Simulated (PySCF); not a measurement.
BFH4O2Si.
SMILES with atom numbers: `[OH:1][B:2]([OH:3])[SiH2:4][F:5]` (hydrogens: H6 on O1; H7 on O3; H8, H9 on Si4)

Computed with PySCF at CAM-B3LYP/def2-SVPD, non-relativistic, on one gas-phase PBE0-D3(BJ)/def2-SVP geometry that isn't relaxed in the solvent. The solvent is an IEF-PCM continuum (Bondi radii, 1.10 Å for H, scaled by 1.2), and excitations are vertical TDDFT with non-equilibrium linear response and a frozen core. Only the electrostatic response of the medium enters.

Gas-phase singlets (H = HOMO, L = LUMO):

```
state  E (eV)  λ (nm)      f  leading configurations
   S1   6.396     194  0.015               H→L+1 98%
   S2   7.323     169  0.003             H-1→L+1 94%
   S3   7.392     168  0.166                 H→L 95%
   S4   7.992     155  0.000               H-2→L 93%
   S5   8.194     151  0.024    H→L+2 60%, H→L+5 19%
```

Question: How does the list change in water (ε = 78.36)?

Answer: 
| state | E (eV) | λ (nm) | f | leading configurations | change by rank (eV) |
| --- | --- | --- | --- | --- | --- |
| S1 | 6.366 | 195 | 0.019 | H→L 97% | -0.030 |
| S2 | 7.425 | 167 | 0.009 | H-1→L 96% | +0.102 |
| S3 | 7.862 | 158 | 0.124 | H→L+1 93% | +0.470 |
| S4 | 8.143 | 152 | 0.020 | H→L+2 61%, H-2→L 19% | +0.151 |
| S5 | 8.278 | 150 | 0.001 | H-3→L 84% | +0.084 |

Question: The ground-state energy changes by -0.436 eV from gas to water. By how much does the total energy of gas-phase S1 change?

Answer: E(S1) = E(S0) + excitation energy, so it changes by -0.436 − 0.030 = -0.466 eV: it is lowered more than the ground state, which is what a red shift means. This is the vertical state, with the slow part of the continuum still set for S0.

Question: How do the frontier levels move from gas to water?

Answer: 
| orbital | gas (eV) | solvent (eV) | change (eV) | Löwdin shares, gas | Löwdin shares, solvent |
| --- | --- | --- | --- | --- | --- |
| LUMO+2 | 1.57 | 1.85 | +0.28 | O1 26 %, O3 22 %, Si4 13 %, H6 13 % | Si4 27 %, O1 20 %, O3 16 %, B2 11 % |
| LUMO+1 | 0.30 | 0.76 | +0.46 | Si4 30 %, B2 27 %, O3 12 %, O1 10 % | B2 49 %, O3 14 %, O1 14 %, H7 7 % |
| LUMO | 0.04 | 0.34 | +0.30 | B2 34 %, O3 19 %, O1 19 %, H7 13 % | Si4 33 %, B2 24 %, O3 10 %, F5 9 % |
| HOMO | -9.87 | -9.80 | +0.07 | Si4 31 %, B2 25 %, F5 11 %, H9 8 % | Si4 32 %, B2 25 %, F5 10 %, O1 8 % |
| HOMO-1 | -10.71 | -10.82 | -0.11 | Si4 35 %, H8 23 %, H9 22 %, F5 15 % | Si4 36 %, H8 24 %, H9 22 %, F5 13 % |
| HOMO-2 | -11.56 | -11.20 | +0.36 | O1 44 %, O3 42 %, B2 8 % | O3 43 %, O1 43 %, B2 8 % |
| HOMO-3 | -12.07 | -11.78 | +0.29 | O1 44 %, O3 42 %, B2 7 % | O1 43 %, O3 42 %, B2 7 % |

The HOMO–LUMO gap goes from 9.91 to 10.14 eV. Rows go by rank; for LUMO, LUMO+1 and LUMO+2 the atom shares or the degeneracy differ between the runs, so the row needn't follow one orbital.

Shape of the structure used: `[OH:1][B:2]([OH:3])[SiH2:4][F:5]`: O1–B2–Si4–F5 -61°, H–O1–B2–O3 -2°, H–O3–B2–O1 0°.
